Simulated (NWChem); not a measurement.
System: C$_{3}$H$_{5}$ClSi; SMILES C#CC[SiH2]Cl

Output (shortened):

```
             Northwest Computational Chemistry Package (NWChem) 7.3.0
             --------------------------------------------------------

                             Geometry "geometry" -> ""
                             -------------------------

 Output coordinates in angstroms (scale by  1.889725989 to convert to a.u.)

  No.       Tag          Charge          X              Y              Z
 ---- ---------------- ---------- -------------- -------------- --------------
    1 C                    6.0000     1.04910200    -2.63285000    -0.31033900
    2 C                    6.0000     0.16826700    -1.92148000     0.11055700
    3 C                    6.0000    -0.88331700    -1.03101100     0.58305600
    4 Si                  14.0000    -0.88328800     0.64967000    -0.30177400
    5 Cl                  17.0000     0.82177900     1.73398800     0.18767700
    6 H                    1.0000     1.82736200    -3.26651300    -0.66975400
    7 H                    1.0000    -1.87565800    -1.47769000     0.41763700
    8 H                    1.0000    -0.79812700    -0.85895900     1.66469300
    9 H                    1.0000    -2.05845600     1.43821700     0.14703400
   10 H                    1.0000    -0.90922200     0.46798800    -1.77100400

 Effective nuclear repulsion energy (a.u.)     244.1316028714

                              NWChem Property Module
                              ----------------------

  itol2e modified to match energy
  convergence criterion.

                                 NWChem DFT Module
                                 -----------------

 Summary of "ao basis" -> "ao basis" (spherical)
 ------------------------------------------------------------------------------
       Tag                 Description            Shells   Functions and Types
 ---------------- ------------------------------  ------  ---------------------
 C                          pcsseg-1                 7       17   3s3p1d
 Si                         pcsseg-1                10       24   4s5p1d
 Cl                         pcsseg-1                10       24   4s5p1d
 H                          pcsseg-1                 3        5   2s1p

  itol2e modified to match energy
  convergence criterion.

            General Information
            -------------------
          SCF calculation type: DFT
          Wavefunction type:  closed shell.
          No. of atoms     :    10
          No. of electrons :    54
           Alpha electrons :    27
            Beta electrons :    27
          Charge           :     0
          Spin multiplicity:     1
          Use of symmetry is: off; symmetry adaption is: off
          Maximum number of iterations: 150
          AO basis - number of functions:   124
                     number of shells:    56
          Convergence on energy requested:  1.00D-07
          Convergence on density requested:  1.00D-05
          Convergence on gradient requested:  5.00D-04

              XC Information
              --------------
                        BHLYP Method XC Functional
                     Hartree-Fock (Exact) Exchange  0.500
                        Slater Exchange Functional  0.500 local
                    Becke 1988 Exchange Functional  0.500 non-local
              Lee-Yang-Parr Correlation Functional  1.000

             Grid Information
             ----------------
          Grid used for XC integration:  fine
          Radial quadrature: Mura-Knowles
          Angular quadrature: Lebedev.
          Tag              B.-S. Rad. Rad. Pts. Rad. Cut. Ang. Pts.
          ---              ---------- --------- --------- ---------
          C                   0.70       70          13.0       590
          Si                  1.10      123          13.0       770
          Cl                  1.00      123          13.0       770
          H                   0.35       60          14.0       590
          Grid pruning is: on
          Number of quadrature shells:   756
          Spatial weights used:  Erf1

[...]

          -----------------------------------------
          Chemical Shielding Tensors (GIAO, in ppm)
          -----------------------------------------

                                NWChem CPHF Module
                                ------------------

  scftype          =     RHF
  nclosed          =       27
  nopen            =        0
  variables        =     2619
  # of vectors     =        3
  tolerance        = 0.10D-03
  level shift      = 0.00D+00
  max iterations   =       50
  max subspace     =       30

 SCF residual:    1.0029385537571752E-004

Iterative solution of linear equations
  No. of variables     2619
  No. of equations        3
  Maximum subspace       30
        Iterations       50
       Convergence  1.0D-04

   iter   nsub   residual    time
   ----  ------  --------  ---------
     1      3    7.96D-01      49.4
     2      6    9.10D-02      54.4
     3      9    8.15D-03      59.5
     4     12    1.57D-03      64.7
     5     15    1.29D-04      69.9
     6     18    1.22D-05      75.0

      Atom:    1  C
        Diamagnetic
    265.7553    -15.3072     -9.1969
    -15.3072    259.7571      7.2688
     -9.1969      7.2688    250.6125

        Paramagnetic
   -116.2497    -81.7441    -44.3747
    -81.7441   -143.2411     41.4041
    -44.3747     41.4041   -191.4401

        Total Shielding Tensor
    149.5056    -97.0513    -53.5717
    -97.0513    116.5160     48.6729
    -53.5717     48.6729     59.1723

           isotropic =     108.3980
          anisotropy =     224.1019

          Principal Components and Axis System
                 1           2           3
              257.7992     36.3134     31.0814

      1         0.7153      0.6799     -0.1614
      2        -0.6093      0.4937     -0.6205
      3        -0.3422      0.5422      0.7674

      Atom:    2  C
        Diamagnetic
    269.6361    -16.7234     -9.3714
    -16.7234    265.8080      7.2095
     -9.3714      7.2095    253.0160

        Paramagnetic
   -110.8181   -108.3680    -64.5398
   -108.3680   -155.9532     48.4785
    -64.5398     48.4785   -210.5467

        Total Shielding Tensor
    158.8180   -125.0914    -73.9113
   -125.0914    109.8548     55.6881
    -73.9113     55.6881     42.4693

           isotropic =     103.7140
          anisotropy =     287.7999

          Principal Components and Axis System
                 1           2           3
              295.5806     11.6330      3.9284

      1         0.7281     -0.1819      0.6608
      2        -0.5933     -0.6500      0.4749
      3        -0.3432      0.7379      0.5812

      Atom:    3  C
        Diamagnetic
    253.1921     -6.4691     -2.4437
     -6.4691    259.1116      0.6858
     -2.4437      0.6858    245.8363

        Paramagnetic
    -71.9082      3.7007      2.6957
      3.7007    -77.2025     -0.0346
      2.6957     -0.0346    -77.4058

        Total Shielding Tensor
    181.2839     -2.7684      0.2519
     -2.7684    181.9091      0.6511
      0.2519      0.6511    168.4305

           isotropic =     177.2079
          anisotropy =      10.7715

          Principal Components and Axis System
                 1           2           3
              184.3889    178.8476    168.3871

      1        -0.6645      0.7467     -0.0312
      2         0.7471      0.6625     -0.0544
      3         0.0200      0.0595      0.9980

      Atom:    4  Si
        Diamagnetic
    879.3270      3.2274      2.2022
      3.2274    881.3000     -0.9122
      2.2022     -0.9122    872.5327

        Paramagnetic
   -515.6219     25.8899     22.5218
     25.8899   -500.8717    -10.9058
     22.5218    -10.9058   -526.6756

        Total Shielding Tensor
    363.7051     29.1173     24.7240
     29.1173    380.4283    -11.8180
     24.7240    -11.8180    345.8571

           isotropic =     363.3302
          anisotropy =      59.5227

          Principal Components and Axis System
                 1           2           3
              403.0120    370.2600    316.7186

      1         0.6382      0.4703      0.6096
      2         0.7607     -0.5073     -0.4050
      3         0.1188      0.7221     -0.6815

      Atom:    5  Cl
        Diamagnetic
   1150.1665      3.8564      1.1697
      3.8564   1150.3070      0.7406
      1.1697      0.7406   1145.2699

        Paramagnetic
   -156.5004     26.1035     34.8026
     26.1035   -127.3456    -24.1752
     34.8026    -24.1752   -147.8904

        Total Shielding Tensor
    993.6661     29.9599     35.9723
     29.9599   1022.9614    -23.4346
     35.9723    -23.4346    997.3795

           isotropic =    1004.6690
          anisotropy =      55.5525

          Principal Components and Axis System
                 1           2           3
             1041.7040   1030.4967    941.8063

      1         0.5015      0.5490      0.6686
      2         0.8637     -0.2734     -0.4234
      3        -0.0497      0.7898     -0.6113

      Atom:    6  H
        Diamagnetic
     34.9645     -6.3091     -3.5269
     -6.3091     33.2699      2.9398
     -3.5269      2.9398     28.9396

        Paramagnetic
     -2.7583     -0.6392     -0.1615
     -0.6392     -2.3866      0.2644
     -0.1615      0.2644     -2.8805

        Total Shielding Tensor
     32.2063     -6.9483     -3.6884
     -6.9483     30.8833      3.2042
     -3.6884      3.2042     26.0590

           isotropic =      29.7162
          anisotropy =      15.7416

          Principal Components and Axis System
                 1           2           3
               40.2106     24.6110     24.3270

      1         0.7009      0.5171      0.4912
      2        -0.6342      0.7670      0.0976
      3        -0.3263     -0.3800      0.8655

      Atom:    7  H
        Diamagnetic
     39.0250      4.9484      0.3867
      4.9484     27.2762      0.4700
      0.3867      0.4700     21.0179

[...]
```

Level: BHandHLYP/pcSseg-1, GIAO. The geometry was optimised at B3LYP/6-31G* (spherical d). The printed shielding anisotropy is the first printed principal value minus the mean of the other two.

### Question
Which NWChem input produces such a log?

### Answer
One answer among several that fit: the input that was run:
```
start job
memory heap 200 mb stack 900 mb global 1100 mb
geometry units angstroms noautosym nocenter noautoz
  C      1.049102    -2.632850    -0.310339
  C      0.168267    -1.921480     0.110557
  C     -0.883317    -1.031011     0.583056
  Si    -0.883288     0.649670    -0.301774
  Cl     0.821779     1.733988     0.187677
  H      1.827362    -3.266513    -0.669754
  H     -1.875658    -1.477690     0.417637
  H     -0.798127    -0.858959     1.664693
  H     -2.058456     1.438217     0.147034
  H     -0.909222     0.467988    -1.771004
end
basis spherical
  C library pcsseg-1
  Si library pcsseg-1
  Cl library pcsseg-1
  H library pcsseg-1
end
dft
  xc bhlyp
  iterations 150
end
property
  shielding
end
task dft property
```
